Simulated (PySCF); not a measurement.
# [Zn(Cl)(H)] (charge 0, multiplicity 1)

Computed with TPSSh-D3(BJ)/def2-TZVP // BP86-D3(BJ)/def2-SVP run with PySCF.

The HOMO is -8.13 eV and the dipole moment comes out as 1.73 D. The HOMO–LUMO gap is 7.24 eV, the LUMO is -0.89 eV and the charge on the central atom (Mulliken) is 0.35 e. The charge on the central atom (meta-Löwdin) comes out as 1.03 e and the total energy is -2240.2633 Ha. The cost is about 27 core-seconds (a rough figure).

Bond lengths (Å): Zn1–Cl2 2.117, Zn1–H3 1.522. Bond angles (°): Cl2–Zn1–H3 180.0.
Charge 0, spin multiplicity 1.
